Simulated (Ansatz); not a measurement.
Reactions of `C[O][Ge]([F])([SH])[Cl]`.

Calculated with Ansatz (gas phase, PBE0-D4/def2-TZVP geometries, no zero-point term in ΔE). CBS: MP2 limit from def2 TZ/QZ plus the TZ coupled-cluster correction, frozen cores. This one scheme is used for every species, atoms too. Functionals use def2-TZVPP. Open shells (•) are unrestricted, without spin–orbit coupling. Spin–orbit coupling would lower the free atoms: a little for C, Cl, F, O, S; clearly for Ge. For Ge outer-core shells are correlated without core-valence functions, so the limit isn't a true one: a few kJ/mol of doubt a bond, and 10 to 20 or more in all where bonds break to atoms. Scalar relativity is left out up to krypton. One conformer a species, not always the lowest.

```
                                                          reaction  CCSD(T)/CBS(def2) (kJ/mol)
       `C[O][Ge]([F])([SH])[Cl]` + H₂ → `C[O][GeH]([F])[SH]` + HCl                           ?
  `C[O][Ge]([F])([SH])[Cl]` → C• + Cl• + F• + Ge• + 4 H• + O• + S•                        3520
`C[O][Ge]([F])([SH])[Cl]` + HCl → `C[O][Ge]([SH])([Cl])[Cl]` + H–F                           ?
      `C[O][Ge]([F])([SH])[Cl]` + H₂ → `C[O][GeH]([SH])[Cl]` + H–F                          41
     `C[O][Ge]([F])([SH])[Cl]` + H₂ → `[F][GeH]([SH])[Cl]` + CH₃OH                          27
`C[O][Ge]([F])([SH])[Cl]` + H–F → `[F][Ge]([F])([SH])[Cl]` + CH₃OH                          -9
```

Question: Fill in the missing values. (An estimate is asked.)

Answer: Computed: `C[O][Ge]([F])([SH])[Cl]` + H₂ → `C[O][GeH]([F])[SH]` + HCl: +54.8 kJ/mol; `C[O][Ge]([F])([SH])[Cl]` + HCl → `C[O][Ge]([SH])([Cl])[Cl]` + H–F: -10.2 kJ/mol.

Largest T1 diagnostic: 0.012, for `C[O][GeH]([F])[SH]`.
